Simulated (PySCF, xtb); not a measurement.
CH8O2Si3, SMILES C(O[SiH2][SiH2][SiH3])=O. One conformer was computed; it need not be the lowest.

Harmonic wavenumbers (cm⁻¹) from GFN2-xTB (xtb) at its own minimum, in rising order: 44, 72, 90, 100, 131, 217, 238, 342, 396, 405, 464, 472, 491, 558, 601, 637, 653, 687, 760, 789, 810, 812, 825, 858, 949, 1254, 1369, 1740, 2069, 2168, 2195, 2200, 2213, 2238, 2269, 2797.

Q: What does PBE-D3(BJ)/def2-SVP (PySCF) give at its own minimum? (Estimate from the structure and the level; the computed values follow.)

A: 28, 76, 108, 114, 162, 176, 277, 345, 380, 435, 450, 506, 542, 639, 658, 667, 700, 775, 813, 837, 873, 894, 905, 914, 999, 1212, 1334, 1740, 2129, 2146, 2147, 2167, 2172, 2192, 2194, 2960. Paired by order, the mean absolute difference is 45 cm⁻¹ and the zero-point energies are 49.9 and 51.0 kcal/mol.
